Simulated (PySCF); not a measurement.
## Calculated data, AlBClH3O, BClHO

All values are calculated (PySCF 2.14.0). Calculation on a computer-drawn molecule: optimised geometry and harmonic frequencies of an isolated molecule of the commonest isotopes, restricted reference for singlets and unrestricted otherwise, frozen core in MP2.

Common to all runs: multiplicity 1; method HF; basis cc-pV(D+d)Z.

```json
{"entry": 1, "formula": "AlBClH3O", "start_structure": {"atoms_angstrom": [["Al", -1.6037, 2.2886, 0.4362], ["O", -0.8303, 0.7992, 0.0995], ["B", -0.176, -0.3139, -0.1556], ["Cl", 1.5461, -0.1884, -0.53], ["H", -1.5053, 2.7265, 1.8888], ["H", -2.2178, 2.9953, -0.7177], ["H", -0.6287, -1.4486, -0.158]]}, "given": {"charge": 0, "drawn_bonds_atom": [1, 2, 3, 1, 1, 3], "drawn_bonds_other_atom": [2, 3, 4, 5, 6, 7], "drawn_bonds_order": [1, 1, 1, 1, 1, 1]}, "results": {"optimised_atom_element": ["Al", "O", "B", "Cl", "H", "H", "H"], "optimised_atom_x [angstrom]": [-1.546, -1.005, -0.2078, 1.514, -1.477, -2.128, -0.5667], "optimised_atom_y [angstrom]": [2.25, 0.6592, -0.3496, -0.03437, 2.778, 3.043, -1.487], "optimised_atom_z [angstrom]": [0.4415, 0.1551, -0.1477, -0.5495, 1.916, -0.7796, -0.1723], "modes_frequency [cm^-1]": [39.3, 67.77, 150.3, 410.3, 597.6, 665.7, 685.7, 796.1, 846.4, 920.3, 1193, 1465, 2042, 2043, 2773], "modes_reduced_mass [dalton]": [8.628, 1.323, 1.871, 12.47, 1.227, 1.297, 4.145, 2.972, 1.28, 1.577, 1.212, 10.01, 1.023, 1.063, 1.096], "rotational_constants [GHz]": [15.65, 1.877, 1.721], "total_energy [hartree]": -802.8669, "convergence_status_largest_gradient_component [hartree/bohr]": 3.645e-05}}
{"entry": 2, "formula": "BClHO", "start_structure": {"atoms_angstrom": [["O", -1.8452, -1.9287, 0.6607], ["B", -2.4797, -0.9896, 0.4656], ["Cl", -3.3757, 0.2175, 0.1192], ["H", -1.3353, -2.7994, 0.8958]]}, "given": {"charge": 1, "drawn_bonds_atom": [1, 2, 1], "drawn_bonds_other_atom": [2, 3, 4], "drawn_bonds_order": [1, 1, 1]}, "results": {"optimised_atom_element": ["O", "B", "Cl", "H"], "optimised_atom_x [angstrom]": [-1.628, -2.439, -3.445, -1.523], "optimised_atom_y [angstrom]": [-1.967, -1.031, 0.2327, -2.735], "optimised_atom_z [angstrom]": [0.483, 0.4014, 0.2135, 1.043], "modes_frequency [cm^-1]": [381.9, 416.1, 609.2, 770.4, 1920, 4004], "modes_reduced_mass [dalton]": [2.893, 8.125, 1.527, 14.22, 9.367, 1.073], "rotational_constants [GHz]": [1323, 4.986, 4.967], "total_energy [hartree]": -559.4266, "convergence_status_largest_gradient_component [hartree/bohr]": 2.146e-05}}
```
